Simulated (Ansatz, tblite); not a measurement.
Removing and adding an electron: Mg₈O₈ (started as a model of: 1x4x4 MgO rock-salt block). The state is a singlet with charge 0. Geometry: PBE-D4/def2-SVP. Ansatz, gas phase; energy differences of separate SCF runs; the oxidised species was run as a doublet alone; the reduced species was run as a doublet alone.

```xyz
16

Mg    2.3352   -2.9988    0.6345
O     2.4331   -1.8176   -0.7918
Mg    1.8487   -0.7870   -2.3297
O     1.0212   -0.1490   -3.9049
O     1.3637   -2.0580    1.9018
Mg    1.3298   -0.5319    0.4600
O     0.8826    0.5422   -1.1303
Mg   -0.0214    1.0512   -2.8820
Mg   -0.0926   -1.1772    2.8316
O    -0.0580    0.3899    1.5242
Mg   -0.5753    1.3815   -0.1075
O    -1.4227    2.0025   -1.9341
O    -1.7698   -0.6965    3.5523
Mg   -1.9162    0.7107    2.3020
O    -2.4195    1.8170    0.7906
Mg   -2.9388    2.3208   -0.9168
```

The xTB rows come from tblite.

Q: Estimate orbital energies and vertical ionisation energies and electron affinities at: GFN1-xTB; GFN2-xTB; PBE-D4/def2-SVP; PBE0-D4/def2-SVP.

A: 
| level | −HOMO (eV) | vertical IE (eV) | −LUMO (eV) | vertical EA (eV) | HOMO–LUMO gap (eV) | IE − EA (eV) |
| --- | --- | --- | --- | --- | --- | --- |
| GFN1-xTB | 10.98 | 13.40 | 9.96 | 7.76 | 1.02 | 5.63 |
| GFN2-xTB | 11.60 | 13.81 | 11.10 | 8.99 | 0.50 | 4.82 |
| PBE-D4/def2-SVP | 3.94 | 6.13 | 3.48 | 2.16 | 0.46 | 3.97 |
| PBE0-D4/def2-SVP | 5.08 | 6.43 | 2.81 | 1.94 | 2.27 | 4.49 |

Relaxing the oxidised species (PBE-D4/def2-SVP) changes its energy by -0.30 eV at PBE-D4/def2-SVP, so the adiabatic ionisation energy to this nearest minimum is 5.83 eV. At PBE0-D4/def2-SVP it is 6.15 eV.  Relaxing the reduced species (PBE-D4/def2-SVP) changes its energy by -0.09 eV at PBE-D4/def2-SVP, so the adiabatic electron affinity to this nearest minimum is 2.25 eV. At PBE0-D4/def2-SVP it is 2.00 eV.   Raw xTB energy differences between charge states are shifted by several eV; the methods need an empirical correction for them. Sets without diffuse functions give affinities that are too small.
